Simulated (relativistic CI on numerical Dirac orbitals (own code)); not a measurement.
# Ru7+: resonant inelastic scattering at the L2,3 edge

Computed with this model: Dirac-Coulomb-Breit CI, separate exchange-only KLI orbitals for each configuration, a model potential for QED, valence Slater integrals scaled by 0.9, Kramers-Heisenberg scattering through one core-hole configuration in a parametric crystal field; configurations [Kr] 4d → [He] 2s2 2p5 3s2 3p6 3d10 4s2 4p6 4d2; 300 K; core-hole width 1.6 eV; summed over polarisations. Incident energies are the highest absorption maxima for each field (at most a few, so the weaker spin-orbit partner edge can be absent), on the computed scale of the free ion. Intensities are in per cent of the strongest line above 0.02 eV; levels within 1 cm⁻¹ are merged; final levels count from the ground level, the first row holds all elastic scattering, lines under 0.4 are left out and each table stops after 24 rows. The scale of the Slater integrals is a model choice and moves the terms in proportion.

Field parameters in Wybourne normalisation: Oh B⁴₀ = 21Dq, B⁴₄ = √(5/14) B⁴₀. The field is a parameter set, without covalency.

S is read from ⟨S²⟩ = S(S + 1).

Oh, 10Dq = 8500 cm⁻¹:

```csv
Final level (eV),Degeneracy,Irrep,S,2857.7 eV,2984.3 eV,2985.4 eV
0.000,4,Γ8,0.50,1971.1,212.0,262.6
0.369,2,Γ7,0.50,100.0,15.0,15.5
1.267,4,Γ8,0.50,84.8,21.5,29.9
```

Oh, 10Dq = 19250 cm⁻¹:

```
Final level (eV)  Degeneracy  Irrep     S  2856.8 eV  2858.3 eV  2985 eV
           0.000           4     Γ8  0.50      777.4     1386.2    229.7
           0.341           2     Γ7  0.50      100.0       96.7      6.0
           2.544           4     Γ8  0.50       50.2       89.4     24.0
```

For the first field the strongest loss at the lowest incident energy is the level at 0.37 eV (S = 0.50, against 0.50 in the thermal ground state).
